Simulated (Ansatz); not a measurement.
`C[O][W](=[O])([Cl])([Cl])[Cl]` + H–F → `[O]=[W]([F])([Cl])([Cl])[Cl]` + CH₃OH at 298.15 K and 1 bar (ligand exchange at a W–O bond).

Program: Ansatz. Geometries: PBE0-D4/def2-TZVP. ΔE: electronic, gas phase. CCSD(T)/CBS is the MP2 limit (def2-TZVPP, def2-QZVPP) plus CCSD(T) − MP2 in def2-TZVPP, frozen cores. This one scheme is used for every species. def2 core potentials past Kr. For W outer-core shells are correlated without core-valence functions, which leaves a few kJ/mol of doubt a bond. One conformer a species, not always the lowest.

```
                        species  CCSD(T)/CBS energy (Eh)  H − E (kJ/mol)  S (J/(mol·K))
`C[O][W](=[O])([Cl])([Cl])[Cl]`              -1636.71239           159.5          436.6
                            H–F               -100.39570            33.5          173.6
 `[O]=[W]([F])([Cl])([Cl])[Cl]`              -1621.48342            49.2          389.0
                          CH₃OH               -115.61712           146.3          238.2
```

H − E and S are ideal-gas, rigid-rotor, harmonic terms from PBE0-D4/def2-TZVP, for one conformer and one mirror image of each species. 1 Eh = 2625.50 kJ/mol, R = 8.31446 J/(mol·K).

Q: By hand: ΔE, ΔH, ΔS and ΔG.

A: ΔE = (-1621.48342) + (-115.61712) − (-1636.71239) − (-100.39570) = 0.00755 Eh = 19.8 kJ/mol. Δ(H − E) = 49.2 + 146.3 − 159.5 − 33.5 = 2.5, so ΔH = 22.3 kJ/mol. ΔS = 389.0 + 238.2 − 436.6 − 173.6 = 17.0 J/(mol·K). ΔG = 22.3 − 298.15 × (17.0)/1000 = 17.2 kJ/mol.

Q: By hand: the equilibrium constant, and the temperature at which ΔG would vanish if ΔH and ΔS stayed fixed.

A: log₁₀ K = −ΔG/(RT ln 10) = -3.0. ΔG = 0 at ΔH/ΔS = 1312 K, though so small a ΔS makes that figure unsure.

ΔH outweighs TΔS. A doubt of 5 kJ/mol in ΔE shifts log₁₀ K by 0.9 here. Other conformers and mirror images would add mixing entropy, several J/(mol·K) or more a flexible species. Modes under 60 cm⁻¹, often nearly free rotors, make the harmonic entropy too high. These are equilibria of isolated gas molecules and say nothing of rates. Largest T1 diagnostic: 0.021 (customary marks: 0.02 for closed shells, 0.045 for open ones).
